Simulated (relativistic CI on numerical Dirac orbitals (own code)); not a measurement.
# Lu⁴⁷⁺: sensitivity of the levels to the model

Base calculation: Dirac-Coulomb-Breit CI, separate exchange-only KLI orbitals for each configuration, model QED, unscaled Slater integrals.

CI space (outside the closed core [Ne]): 3s2 3p6 3d6, 3s2 3p5 3d7, 3s2 3p4 3d8, 3s 3p6 3d7, 3p6 3d8, 3s 3p5 3d8, 3s2 3p6 3d5 4s, 3s2 3p6 3d5 4p, 3s2 3p4 3d7 4s, 3s2 3p6 3d5 4d, 3s2 3p5 3d6 4s, 3s2 3p6 3d5 4f, 3s2 3p6 3d4 4s2, 3s 3p6 3d6 4s, 3p6 3d7 4s, 3p6 3d7 4p. Levels of other configurations are missing.

Variants: (1) P86 correlation estimate; (2) configuration mixing switched off; (3) Breit term removed. Shifts of the energy above 3s2 3p6 3d6 3F_4, in eV, for the lowest level and the first level of each name with at least 55 % of one term (blank where a level changes its place among those of its configuration and J or its character, or is not in the variant):

```csv
Level,Base,Δ(1),Δ(2),Δ(3)
3s2 3p6 3d6 3F_4,0.000,0.000,0.000,0.000
3s2 3p6 3d6 5D_3,50.458,0.000,-0.365,+0.925
3s2 3p6 3d6 3G_5,60.173,-0.001,-0.759,+2.147
3s2 3p6 3d6 3H_6,60.255,-0.001,-1.130,+2.871
3s2 3p6 3d6 3P_1,81.343,0.000,+0.802,+0.264
3s2 3p6 3d6 5D_2,106.516,0.000,-0.066,+1.834
3s2 3p6 3d6 5D_0,109.433,0.000,+0.064,+1.467
3s2 3p6 3d6 3H_5,116.930,-0.001,-0.893,+3.509
3s2 3p6 3d6 1I_6,120.388,-0.001,-1.261,+4.354
3s2 3p6 3d6 1D_2,161.718,+0.001,+1.445,+1.839
3s2 3p6 3d6 1S_0,177.802,+0.001,+2.209,+1.282
3s2 3p5 3d7 5G°_6,355.532,+0.314,-1.511,+3.501
3s2 3p5 3d7 3P°_0,366.062,+0.314,-0.057,+1.915
3s2 3p5 3d7 3D°_3,367.057,+0.314,-0.371,+2.376
3s2 3p5 3d7 5G°_5,413.082,+0.314,-1.320,+4.246
3s2 3p5 3d7 3I°_7,433.902,+0.314,-1.506,+5.823
```

At this charge energies of transitions that change n are usually good to better than 1 %, and those within a shell (Δn = 0) to a few per cent.

Ionisation energy from the two ground configurations alone: base 4086.12 eV; P86 correlation estimate 4088.22 eV; Breit term removed 4087.69 eV. The NIST ASD value (theoretical) is 4086 eV.

LS names give the leading component of a level, which can be under half, so a name can repeat, a term be missing and a line seem to break the LS rules.
